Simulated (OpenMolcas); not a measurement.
P+: effect of the IPEA shift

| Quantity | Value |
| --- | --- |
| Program | OpenMolcas 26.06 |
| Basis | ANO-RCC-VQZP [6s5p3d2f1g] |
| Scalar Hamiltonian | DKH2, point nucleus |
| Active space | 2 electrons in 3 orbitals (3p) |
| State averaging | 2S+1 = 3 even, 3 roots; 2S+1 = 1 even, 6 roots |
| Spin-orbit coupling | RASSI with atomic mean-field integrals over the reference wave functions, term energies averaged over their components |

Methods on the same reference wave functions:
A. CASSCF
B. SS-CASPT2, IPEA 0 Eh, imaginary shift 0.1 Eh (closed shells correlated: 2s 2p 3s)
C. SS-CASPT2, IPEA 0.25 Eh, imaginary shift 0.1 Eh (closed shells correlated: 2s 2p 3s)

Energies in cm-1 above 3s2 3p2 3P0, the measured ground level; measured values from NIST Handbook of Basic Atomic Spectroscopic Data.

| Level | A | B | C | Measured |
| --- | --- | --- | --- | --- |
| 3s2 3p2 3P0 | 0.0 | 0.0 | 0.0 | 0.0 |
| 3s2 3p2 3P1 | 144 | 146 | 146 | 165 |
| 3s2 3p2 3P2 | 419 | 419 | 419 | 469 |
| 3s2 3p2 1D2 | 11611 | 9030 | 8540 | 8882 |
| 3s2 3p2 1S0 | 28329 | 21630 | 21230 | 21576 |

Deviations, from unrounded energies. A percentage is the sum of absolute deviations over the sum of measured energies, with the sign that they share, or ± where signs differ.

```json
{"Against measurement": "mean absolute deviation (cm-1)", "Levels": "4", "A": "2400", "B": "67", "C": "190"}
{"Against measurement": "fine structure of the ground term (%)", "Levels": "2", "A": "-11.2", "B": "-10.8", "C": "-10.8"}
{"Against measurement": "other terms of the ground configuration (%)", "Levels": "2", "A": "+31.1", "B": "+0.7", "C": "-2.3"}
```

B lies closest to measurement on these levels and A furthest from it. The largest miss of B in the table is 3s2 3p2 1D2, by +150 cm-1. The ranking rests on the paired levels alone, and a cruder setting can come out closer through cancelling errors.

Between B and C the level of the table that moves most is 3s2 3p2 1D2, by 490 cm-1 (lowest in C, highest in B). Moves below CASPT2's spread within the term are not significant.

From A to B the spin-free energies of the other terms of 3s2 3p2 shown, above 3P, scale by factors of 0.76 to 0.77.

The lowest spin-free term lies below A's lowest term by 0.123 hartree in B, 0.114 hartree in C.

Term energies are means over components that CASPT2 splits; among the terms shown or strongly mixed into the levels shown the widest spread is 93 cm-1 (3s2 3p2 1D, C). With the s shell closed, the reference lacks s² → p² mixing. Without dynamic correlation excited terms often stand tens of per cent too high (terms of higher spin than the ground term too low), and those without a measured partner can miss by more than the paired ones (holds for A). Computed and measured levels are paired by configuration, term and J; levels that our copy of the source lacks, or whose pairing is in doubt (as where it misses far off the trend of its configuration), stay unpaired and out of the deviations. Levels of configurations outside the active space are missing.
